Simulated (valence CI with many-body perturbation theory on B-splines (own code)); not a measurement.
## Bi62+: magnetic and hyperfine properties of the levels

Calculated by relativistic CI+MBPT: three valence electrons over a frozen Dirac-Fock core [Ar], radial functions for each j: 9 s, 9 p, 10 d, 8 f, 5 g, 3 h, 1 i, with the one-electron correlation potential Σ1 (screened to all orders), the two-electron term Σ2, the three-electron term Σ3, Breit, model QED; selected single and double excitations, second order for the rest (own B-spline code, finite nucleus).

The last digits are not significant, and no measured levels were compared; by estimate large intervals hold to a few tenths of a per cent, small ones and those within an open d or f shell to about a per cent. The list stops below the first excitations out of the core. Only levels of the ground parity were solved; by the run's estimate the other parity begins above the list, which can be wrong where configurations are misplaced.

A/g_I is the dipole constant over the nuclear g factor μ/I (μ in nuclear magnetons, uniformly magnetised nucleus), B/Q the quadrupole constant per barn. Both hold the static response of the core; the bare values leave it out. Large factors of s and p1/2 electrons are usually good to 5 to 10 %; those of open d and f shells near neutrality can be off by tens of per cent, and small factors of p3/2, d and f electrons come from cancelling terms and can be off by a factor of two or in sign, in half-filled shells by more. B is blank for J = 1/2, where it vanishes, and for nearly pure S terms. Energies count from the lowest level.

Levels are named by their leading jj configuration (3d3/2^4 stands for four electrons in 3d with j = 3/2), which in mixed levels can hold well under half, so a name can repeat and another be missing. Letters in brackets count levels of one name in rising energy.

```csv
Level,E (eV),g,A/g_I (MHz),A/g_I bare,B/Q (MHz/b),B/Q bare
(3d3/2^3) J=3/2,0.00,0.739,163000,162000,-106000,-107000
(3d3/2^2 3d5/2) J=5/2 [a],117.47,1.052,92300,92800,-56500,-57100
(3d3/2^2 3d5/2) J=3/2,124.49,1.149,74200,75000,-16000,-16100
(3d3/2^2 3d5/2) J=9/2,128.26,1.020,105000,105000,121000,122000
(3d3/2^2 3d5/2) J=7/2,129.15,1.025,102000,102000,48900,49200
(3d3/2^2 3d5/2) J=1/2,130.78,1.774,-74700,-71200,,
(3d3/2^2 3d5/2) J=5/2 [b],159.14,1.204,62900,64000,186000,188000
(3d3/2 3d5/2^2) J=7/2,244.58,1.125,73000,73800,-18400,-18600
(3d3/2 3d5/2^2) J=9/2,250.02,1.123,78300,79000,31000,31000
(3d3/2 3d5/2^2) J=3/2,256.46,1.090,90000,90600,-102000,-103000
(3d3/2 3d5/2^2) J=1/2,259.89,1.534,-36000,-33600,,
(3d3/2 3d5/2^2) J=11/2,260.53,1.075,88700,89300,216000,217000
(3d3/2 3d5/2^2) J=5/2,260.92,1.312,23500,25000,110000,111000
```

Task: Take the isotope of mass number 209, with I = 9/2, μ = 4.092 μN, leaving out the quadrupole term. What is the hyperfine structure of (3d3/2^2 3d5/2) J=7/2?

Result: From the table A = 92800 MHz. Shifts from the centre of gravity in MHz: F = 1: -1790000, F = 2: -1600000, F = 3: -1320000, F = 4: -951000, F = 5: -487000, F = 6: 69600, F = 7: 719000, F = 8: 1460000.
